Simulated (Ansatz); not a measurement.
Species: [Hf(H)4] (charge 0, multiplicity 1).

Task: Give a relaxed geometry from PBE-D3(BJ)/def2-SVP (Ansatz, a program for electronic structure).

Result: the end point of this relaxation.
Cartesian coordinates (Å) in one orientation:
```xyz
5

Hf     0.000     0.000     0.000
H     -0.878    -1.560     0.478
H     -1.034     0.943    -1.214
H      1.631    -0.420    -0.772
H      0.281     1.038     1.509
```
